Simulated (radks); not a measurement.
Question: The table gives one normalised radial function P(r) = r R(r) (large component) of Rh+ in [Kr] 4d8 (r in bohr). All-electron calculation, Dirac Kohn-Sham, PBE, spin-unpolarised, spherical densities, point nucleus; open shells are shared between the two j in proportion to 2j + 1; speed of light set to 116.481 atomic units (0.85 times the physical value, a model run). Program: a radial shooting solver on a logarithmic mesh with Libxc functionals.

| r | P |
|---|---|
| 0.002864 | 0.1091 |
| 0.004307 | 0.1478 |
| 0.006477 | 0.1926 |
| 0.009662 | 0.2347 |
| 0.01453 | 0.2573 |
| 0.02185 | 0.2266 |
| 0.03286 | 0.1023 |
| 0.04902 | -0.1226 |
| 0.07372 | -0.3671 |
| 0.1109 | -0.3842 |
| 0.1654 | 0.0248 |
| 0.2487 | 0.5814 |
| 0.374 | 0.4466 |
| 0.5624 | -0.5362 |
| 0.839 | -1.1801 |
| 1.262 | -0.8138 |
| 1.897 | -0.2361 |
| 2.831 | -0.0274 |
| 4.257 | -0.0008 |

Which n and l does it have? It may be an empty orbital.

Answer: n = 4, l = 0: the number of nodes gives n - l - 1 = 3, the rise at small r points to l (this Dirac orbital starts as r^gamma with gamma = sqrt((l + 1)^2 - (Z/c)^2) = 0.92; the j = 1/2 orbital of l + 1 starts with the same power, but with a smaller coefficient, and then steepens), and the extent must fit the shell. The curve is that of 4s1/2. 4s1/2: eigenvalue -92.561 eV, 3 radial nodes at r = 0.0402, 0.163, 0.460 bohr, <r> = 0.969 bohr, 90 % of the charge inside 1.41 bohr.
